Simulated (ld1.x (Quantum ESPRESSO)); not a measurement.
## N, ultrasoft: configuration errors across variants

| Property | Result |
| --- | --- |
| Element | nitrogen |
| Generator | ld1.x (Quantum ESPRESSO) 7.5 |
| Type | ultrasoft |
| Functional | BLYP |
| Relativity | scalar-relativistic |
| Frozen core | [He] |
| Valence charge | 5 |
| Reference configuration | 2s1.5 2p3.5 |
| Partial waves | 2s (bound): rcut 0.65, rcutus 0.85 bohr; 2s channel at 0.05 Ry: rcut 0.65, rcutus 0.85 bohr; 2p (bound): rcut 1.40, rcutus 1.85 bohr; 2p channel at 0.7 Ry: rcut 1.40, rcutus 1.85 bohr; 3d channel at 0.35 Ry: rcut 1.50, rcutus 2.00 bohr |
| Local potential | all-electron potential smoothed inside 1.90 bohr (lloc = -1) |
| Core correction | Bessel-smoothed model core, default radius (core density twice the valence density) |
| Augmentation charge | PSQ, inside the norm-conserving radii |

All-electron excitation energies from the reference (eV): (1) 2s2 2p3 -5.696; (2) 2s2 2p2 7.878; (3) 2s2 2p1 36.752; (4) 2s2 2p0 83.912; (5) 2s1 2p3 19.535; (6) 2s2 2p2.5 -0.614; (7) 2s1 2p4 5.706.

The default core radius of the base comes out at 0.40 bohr.

The overlap operator is not positive definite (basis up to 400 Ry) in “base”, “augmentation built from norm-conserving waves at rcut, not smoothed further”, “wave 3d channel at 0.35 Ry: rcut 1.50, rcutus 2.00 bohr becomes 3d channel at 0.35 Ry: rcut 1.50, rcutus 2.04 bohr”, “local potential all-electron potential smoothed inside 1.65 bohr (lloc = -2)”, “all radii but the core radius scaled by about 1.11 (s 0.94, p 2.04, d 2.22 bohr, rcut 0.72/1.54/1.66); local potential all-electron potential smoothed inside 2.10 bohr (lloc = -1)”, “wave 2p channel at 0.7 Ry: rcut 1.40, rcutus 1.85 bohr becomes 2p channel at -0.37 Ry: rcut 1.40, rcutus 1.85 bohr”, “core correction Bessel-smoothed model core inside 0.42 bohr”. Such files are unfit for use, however small their errors in these radial tests.

3 further variants failed, have other tests or another functional or relativity, and are left out.

Errors AE − PS in meV (a dash: test not solved or not reliable):

```tsv
change	(1)	(2)	(3)	(4)	(5)	(6)	(7)	bound ghosts
base	+1.8	-153	-430	+96	-228	-34	+2.0	not determined (overlap not positive)
augmentation built from norm-conserving waves at rcut, not smoothed further	+2.7	+23	+122	+438	-0.6	+8.4	+2.9	not determined (overlap not positive)
wave 3d channel at 0.35 Ry: rcut 1.50, rcutus 2.00 bohr becomes 3d channel at 0.35 Ry: rcut 1.50, rcutus 2.04 bohr	+1.8	-153	-430	+96	-228	-34	+2.0	not determined (overlap not positive)
local potential all-electron potential smoothed inside 1.65 bohr (lloc = -2)	+1.8	-152	-426	+95	-226	-34	+1.9	not determined (overlap not positive)
all radii but the core radius scaled by about 1.11 (s 0.94, p 2.04, d 2.22 bohr, rcut 0.72/1.54/1.66); local potential all-electron potential smoothed inside 2.10 bohr (lloc = -1)	+0.9	+29	+93	+89	+19	–	–	not determined (overlap not positive)
wave 2p channel at 0.7 Ry: rcut 1.40, rcutus 1.85 bohr becomes 2p channel at -0.37 Ry: rcut 1.40, rcutus 1.85 bohr	+1.7	+10	+35	+96	+1.6	+4.3	+1.7	not determined (overlap not positive)
local potential all-electron potential smoothed inside 1.58 bohr (lloc = -1)	+1.8	-154	-429	+105	-228	-34	+1.9	none
waves 2s (bound): rcut 0.65, rcutus 0.92 bohr; 2s channel at 0.05 Ry: rcut 0.65, rcutus 0.92 bohr	+1.7	-154	-431	+93	-228	-35	+1.9	none
core correction Bessel-smoothed model core inside 0.42 bohr	+1.8	-153	-429	+98	-228	-34	+2.0	not determined (overlap not positive)
```

Problem. Give the same row for: type RRKJ; waves now 2p (bound): rc 1.85 bohr; 3d channel at 0.35 Ry: rc 2.00 bohr; 2s (bound): rc 0.85 bohr; local potential the s channel.

Solution. -0.1, +84, +498, +1799, -26, +23, +0.1; bound ghosts: none.
